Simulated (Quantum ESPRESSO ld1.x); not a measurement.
The numbers below are computed, except where a source is named.
One sound ld1.x (Quantum ESPRESSO 7.5) input for neutral niobium gives E = -3753.011 hartree in 34 iterations:

```
 &input
    zed=41.0,
    iswitch=1,
    rel=0,
    dft='PBESOL',
    config='[Kr] 4d4 5s1',
    prefix='ld1',
    max_out_wfc=37,
    file_charge='ld1.rho',
 /
```

Changed or added lines, one case at a time, and what came of them:

- rel=2 cau_fact=37.00: crashed. The program stops in dirsol with "no classical turning point found": with c below Z the Dirac equation of a point nucleus has no 1s solution.
- isic=1 latt=1: refused. The program stops in ld1_readin with "isic and latter correction not allowed": the two corrections exclude each other.
- xmin=0.0: ignored. A value of zero is read as not set, so the default xmin is used, as the mesh line shows.
- config='[Kr] 4d4 5s1 5g1': refused. The program stops in el_config with "l not found:G": the config string knows s, p, d and f alone.
- beta=0.001: not converged. So little new potential is mixed in that the limit of 200 iterations comes first; the energy is off by +0.8955 hartree.
- rel=2 lsd=1: refused. The program stops in ld1_readin with "local spin density and spin-orbit not allowed": spin polarisation goes with rel = 0 or 1 alone.
- rmax=1000.0: harmless. The energy moves by less than 1e-5 hartree against the default mesh (-3753.011 hartree).
